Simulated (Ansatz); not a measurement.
## Abstraction of Cl: SiHCl3 + CBrCl2 → SiHCl2 + CBrCl3

Species: SiHCl3 `Cl[SiH](Cl)Cl`, singlet; CBrCl2 `Cl[C](Cl)Br`, doublet; SiHCl2 `Cl[SiH]Cl`, doublet; CBrCl3 `ClC(Cl)(Cl)Br`, singlet. A radical takes Cl: the energy is the difference in strength between the Si–Cl bond broken and the C–Cl bond made.

Shapes, held fixed at every level: PBE0-D4/def2-TZVP. Programs: Ansatz 0.2.0. The zero-point and thermal change to 298 K, harmonic and unscaled (PBE0-D4/def2-TZVP), is -2.1 kJ/mol.

| level | kind | ΔH(298 K) (kJ/mol) | less CCSD(T)/def2-TZVPP |
| --- | --- | --- | --- |
| MP2/def2-SVP | perturbation theory | +163.3 | -15.1 |
| HF/def2-SVP | Hartree–Fock | +215.2 | +36.8 |
| PBE-D4/def2-TZVPP | GGA | +166.2 | -12.2 |
| BHLYP-D4/def2-TZVPP | global hybrid | +196.2 | +17.8 |
| r2SCAN0-D4/def2-TZVPP | global hybrid | +192.9 | +14.5 |
| wB97X-V/def2-TZVPP | range-separated hybrid | +186.1 | +7.7 |
| CCSD/def2-SVP | coupled cluster or CI | +178.4 | 0.0 |
| CCSD(T)/def2-TZVPP | coupled cluster or CI | +178.4 | 0.0 |

The highest level, CCSD(T)/def2-TZVPP, gives ΔH(298 K) = +178.4 kJ/mol; the levels span +163.3 to +215.2. The column of differences is taken from that level and isn't an error. No measured value is set beside it here. Open shells run unrestricted. Relativity is left out for Br. Outer-core shells of Br are correlated in most correlated rows, in sets that cover them unevenly.
